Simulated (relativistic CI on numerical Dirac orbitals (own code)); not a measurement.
Zn³⁺: L-alpha,beta X-ray emission

Computed with this model: Dirac-Coulomb-Breit CI, orbitals from a KLI potential per configuration, model QED, multiplet model of X-ray emission after core ionisation, unscaled Slater integrals; configurations [Ar] 3d9 → [He] 2s2 2p5 3s2 3p6 3d9 → [Ar] 3d8; 300 K; Lorentzian 0.6 eV and Gaussian 0.5 eV FWHM. Energies are those of the free ion, without screening or charge transfer. S is read from ⟨S²⟩ = S(S + 1).

Field parameters in Wybourne normalisation: Td as Oh with Dq negative (B⁴₀ = 21Dq, B⁴₄ = √(5/14) B⁴₀). The field is a parameter set, without covalency.

Computed curve for Td, 10Dq = -8300 cm⁻¹, scaled to 100 at the maximum (points under 2 are left out and the grid is thinned):

```
Energy (eV)  Intensity
     1010.1        2.4
     1010.5        4.5
     1010.9        3.9
     1011.2        2.8
     1011.6        2.7
     1012.0        3.4
     1012.4        4.9
     1012.7        6.0
     1013.1        8.4
     1013.5       10.3
     1013.9       15.4
     1014.2       20.3
     1014.6       20.4
     1015.0       19.0
     1015.4       23.9
     1015.7       39.1
     1016.1       71.6
     1016.5       86.9
     1016.9       86.4
     1017.2       81.4
     1017.6       58.4
     1018.0       45.0
     1018.4       50.4
     1018.8       38.5
     1019.1       24.8
     1019.5       15.4
     1019.9       14.3
     1020.3       20.1
     1020.6       22.7
     1021.0       21.0
     1021.4       22.1
     1021.8       13.6
     1022.1        7.3
     1022.5        3.7
     1022.9        2.4
     1035.8        2.2
     1036.1        2.7
     1036.5        3.7
     1036.9        5.8
     1037.3       10.7
     1037.7       20.3
     1038.0       36.2
     1038.4       82.9
     1038.8       94.2
     1039.2       54.4
     1039.5       37.0
     1039.9       23.9
     1040.3       18.5
     1040.7       14.4
     1041.0       15.7
     1041.4       27.2
     1041.8       30.1
     1042.2       31.9
     1042.5       38.7
     1042.9       33.8
     1043.3       18.0
     1043.7        8.6
     1044.0        5.3
     1044.4        3.1
     1044.8        2.1
```

The ground state has S = 0.50, and the centroid lies at 1026.82 eV.
